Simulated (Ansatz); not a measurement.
Start from `NC[SiH2]Cl` and change one atom or group to get `C[SiH2]Cl`.

Ansatz, PBE0-D4/def2-TZVP geometries, multiplicity 1. Each molecule was computed in one conformer, which needn't be the lowest.

```json
{"property": "HOMO–LUMO gap (ωB97M-V/def2-TZVPP) / eV", "`NC[SiH2]Cl`": "11.57"}
{"property": "size of the dipole moment (PBE/def2-TZVPP) / D", "`NC[SiH2]Cl`": "1.98"}
{"property": "HOMO energy (PBE/def2-TZVPP) / eV", "`NC[SiH2]Cl`": "-5.64"}
{"property": "HOMO–LUMO gap (PBE0/def2-TZVPP) / eV", "`NC[SiH2]Cl`": "7.43"}
{"property": "HOMO energy (ωB97M-V/def2-TZVPP) / eV", "`NC[SiH2]Cl`": "-9.53"}
{"property": "LUMO energy (PBE/def2-TZVPP) / eV", "`NC[SiH2]Cl`": "-0.59"}
```

(1) What does the change do to each property? (Estimate.)

Results:

(1) Ansatz gave: 
```
                                      property  `C[SiH2]Cl`  shift
       HOMO–LUMO gap (ωB97M-V/def2-TZVPP) / eV        13.17   1.60
size of the dipole moment (PBE/def2-TZVPP) / D         1.80  -0.18
             HOMO energy (PBE/def2-TZVPP) / eV        -7.39  -1.75
          HOMO–LUMO gap (PBE0/def2-TZVPP) / eV         9.21   1.78
         HOMO energy (ωB97M-V/def2-TZVPP) / eV       -10.99  -1.46
             LUMO energy (PBE/def2-TZVPP) / eV        -0.44   0.15
```

With PBE0 the HOMO falls by 1.62 eV and the LUMO rises by 0.15 eV, so the gap widens by about 1.77 eV. PBE moves the HOMO by -1.75 eV and ωB97M-V by -1.46 eV. The zero-point energy changes by -48.1 kJ/mol with -6 modes. Dipoles are sizes alone; their direction can turn.
